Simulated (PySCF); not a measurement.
Computed shifts of a molecule C₄H₅NSi, PBE/pcSseg-1 (PySCF), GIAO, gas phase, atoms alike by connectivity averaged where their shifts nearly agree, in ppm (number of nuclei): ¹³C: 98.8 (2), 90.7 (1), 86.6 (1). ²⁹Si: -73.1 (1). ¹⁵N: 26.7 (1). ¹H: 5.19 (1), 2.49 (1), 2.40 (1), 0.77 (2). References: ¹³C against TMS (σ = 182.0 ppm); ²⁹Si against TMS (σ = 335.4 ppm); ¹⁵N against NH3 (σ = 267.0 ppm); ¹H against TMS (σ = 31.49 ppm), references at their B3LYP-D3(BJ)/def2-TZVP geometries, non-relativistic. The structure is a stationary point at B3LYP-D3(BJ)/def2-SVP. One conformer was computed; it need not be the lowest.

Task: Which structure fits?
(A) C#C[Si@H]1C=NC1
(B) N#CCC#C[SiH3]
(C) C#CC1=N[SiH2]C1
(D) C#C[SiH](N)C#C

Result: D, C#C[SiH](N)C#C
